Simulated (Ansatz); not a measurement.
Spectroscopic constants of Se2, multiplicity 3 (the spin of the measured ground state). No spin–orbit coupling. Se is treated without relativity.

D_e counts from the fitted minimum to each atom's lowest state at the same level, without counterpoise.

The values were computed with Ansatz (Gaussian orbitals). Values without a source in brackets are computed.

### Question
Estimate the bond energy D_e that PBE/def2-TZVPP returns for this input.

### Answer
94.8 kcal/mol

### Question
What bond energy D_e does B97M-V/def2-TZVPP give?

### Answer
85.3 kcal/mol

### Question
Estimate the bond energy D_e that r2SCAN/def2-TZVPP returns for this input.

### Answer
90.2 kcal/mol

Ansatz is a program for electronic structure.
